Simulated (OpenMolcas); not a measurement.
**Kr2+: CASPT2 settings compared**

- Program: OpenMolcas 26.06
- Basis: ANO-RCC-VDZ [5s4p1d]
- Scalar Hamiltonian: DKH2, point nucleus
- Active space: 6 electrons in 4 orbitals (4s 4p)
- State averaging: 2S+1 = 3 even, 3 roots; 2S+1 = 1 even, 6 roots; 2S+1 = 3 odd, 3 roots; 2S+1 = 1 odd, 3 roots
- Spin-orbit coupling: RASSI with atomic mean-field integrals over the reference wave functions, term energies averaged over their components

Methods on the same reference wave functions:
A. CASSCF
B. SS-CASPT2, IPEA 0.1 Eh, imaginary shift 0.2 Eh (closed shells correlated: 3s 3p 3d)
C. SS-CASPT2, IPEA 0.4 Eh, imaginary shift 0.2 Eh (closed shells correlated: 3s 3p 3d)

Energies in cm⁻¹ above 4s² 4p⁴ ³P₂, the measured ground level; measured values from Saloman, J. Phys. Chem. Ref. Data 36, 215 (2007).

```json
{"Level": "4s² 4p⁴ ³P₂", "A": "0.0", "B": "0.0", "C": "0.0", "Measured": "0.0"}
{"Level": "4s² 4p⁴ ³P₁", "A": "4271", "B": "4280", "C": "4280", "Measured": "4548"}
{"Level": "4s² 4p⁴ ³P₀", "A": "5062", "B": "5040", "C": "5040", "Measured": "5313"}
{"Level": "4s² 4p⁴ ¹D₂", "A": "17083", "B": "16920", "C": "16920", "Measured": "14644"}
{"Level": "4s² 4p⁴ ¹S₀", "A": "31505", "B": "30960", "C": "31010", "Measured": "33080"}
{"Level": "4s 4p⁵ ³P°₂", "A": "135596", "B": "134860", "C": "135030", "Measured": "115931"}
{"Level": "4s 4p⁵ ³P°₁", "A": "139264", "B": "138530", "C": "138700", "Measured": "119380"}
{"Level": "4s 4p⁵ ³P°₀", "A": "141305", "B": "140570", "C": "140740", "Measured": "121543"}
{"Level": "4s 4p⁵ ¹P°₁", "A": "191719", "B": "190440", "C": "190550", "Measured": "141876"}
```

Deviations, from unrounded energies. A percentage is the sum of absolute deviations over the sum of measured energies, with the sign that they share, or ± where signs differ.

```
                        Against measurement  Levels      A      B      C
             mean absolute deviation (cm-1)       8  14000  14000  14000
      fine structure of the ground term (%)       2   -5.4   -5.5   -5.5
other terms of the ground configuration (%)       2   ±8.4   ±9.2   ±9.1
                   other configurations (%)       4  +21.9  +21.2  +21.3
```

A, B, C lie about equally close to measurement. The largest miss of B in the table is 4s 4p⁵ ¹P°₁, by +49000 cm-1. The ranking rests on the paired levels alone, and a cruder setting can come out closer through cancelling errors.

Between B and C the level of the table that moves most is 4s 4p⁵ ³P°₂, by 170 cm-1 (lowest in B, highest in C). Moves below CASPT2's spread within the term are not significant.

From A to B the spin-free energies of the other terms of 4s² 4p⁴ shown, above ³P, scale by factors of 0.98 to 0.99.

The lowest spin-free term lies below A's lowest term by 0.015 hartree in B, 0.015 hartree in C.

CASPT2 does not keep the components of a term degenerate, so their means are used; among the terms shown or strongly mixed into the levels shown the widest spread is 17 cm-1 (4s² 4p⁴ ¹D, C). Terms of s pⁿ other than that of highest spin mix with s² pⁿ⁻² d, which this space lacks; all of them can be thousands of cm-1 off, and some have no real level of that name. Some terms miss by over 15 % even with CASPT2, which points to a basis or an active space too small for the shells correlated (holds for B; C). Measured partners are found by configuration, term and J. A level has none where our copy of the source lacks it or the pairing is in doubt (some pairs that miss far off the trend of their configuration count as doubtful), and it then counts in no deviation. Only configurations of the active space appear.

° marks odd parity.
